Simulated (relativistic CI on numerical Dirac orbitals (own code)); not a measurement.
**Mo⁶⁺: L-alpha,beta X-ray emission**

Computed with this model: Dirac-Coulomb-Breit CI, orbitals from a KLI potential per configuration, model QED, valence Slater integrals scaled by 0.8, multiplet model of X-ray emission after core ionisation; configurations [Ar] 3d10 4s2 4p6 → [He] 2s2 2p5 3s2 3p6 3d10 4s2 4p6 → [Ar] 3d9 4s2 4p6; 80 K; Lorentzian 2.8 eV and Gaussian 0.6 eV FWHM. Energies are those of the free ion, without screening or charge transfer. S is read from ⟨S²⟩ = S(S + 1).

Computed curve for free ion, scaled to 100 at the maximum (points under 2 are left out and the grid is thinned):

```csv
Energy (eV),Intensity
2285.4,2.0
2286.2,2.4
2286.6,2.6
2287.4,3.1
2287.8,3.4
2288.6,4.2
2289.0,4.8
2289.8,6.2
2290.2,7.2
2291.0,10.1
2291.4,12.2
2292.2,18.4
2292.6,22.4
2293.4,29.8
2293.8,33.3
2294.6,46.3
2295.0,58.2
2295.8,90.0
2296.2,100.0
2297.0,84.0
2297.8,50.6
2298.2,38.4
2299.0,23.1
2299.4,18.4
2300.2,12.4
2300.6,10.4
2301.4,7.6
2301.8,6.6
2302.6,5.1
2303.0,4.6
2303.8,3.7
2304.2,3.3
2305.0,2.8
2305.4,2.5
2306.2,2.2
2306.6,2.0
2391.4,2.4
2391.8,2.7
2392.6,3.5
2393.0,4.0
2393.8,5.5
2394.6,7.9
2395.0,9.6
2395.8,15.3
2396.2,19.8
2397.0,34.5
2397.4,44.4
2398.2,56.9
2398.6,53.0
2399.4,34.0
2399.8,25.7
2400.6,15.1
2401.0,11.9
2401.8,7.8
2402.2,6.5
2403.0,4.6
2403.4,4.0
2404.2,3.1
2404.6,2.7
2405.4,2.2
```

The ground state has S = 0.00, and the centroid lies at 2330.88 eV.
